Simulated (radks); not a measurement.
Spin polarisation of the 3d8 shell in Ni2+. Start: [Ar] 3d(up 4, down 4); electrons of 3d are moved from spin down to spin up, other shells keep equal spins. All-electron calculation, non-relativistic Kohn-Sham, PBE, spin-polarised, spherical densities, point nucleus. Program: a radial shooting solver on a logarithmic mesh with Libxc functionals.

| moment (Bohr magnetons) | E - E(0) (eV) | e(3d up) (eV) | e(3d down) (eV) | 3p down minus up (eV) |
|---|---|---|---|---|
| 0 | 0.000 | -28.561 | -28.561 | 0.000 |
| 0.5 | -0.064 | -28.812 | -28.296 | 0.558 |
| 1 | -0.258 | -29.049 | -28.018 | 1.115 |
| 1.5 | -0.580 | -29.272 | -27.725 | 1.674 |
| 2 | -1.031 | -29.482 | -27.419 | 2.233 |

At moment 2 the spin-polarisation energy is -1.031 eV and the 3d exchange splitting 2.063 eV, that is 1.032 eV per Bohr magneton; E = -I m^2/4 would give I = 1.031 eV.
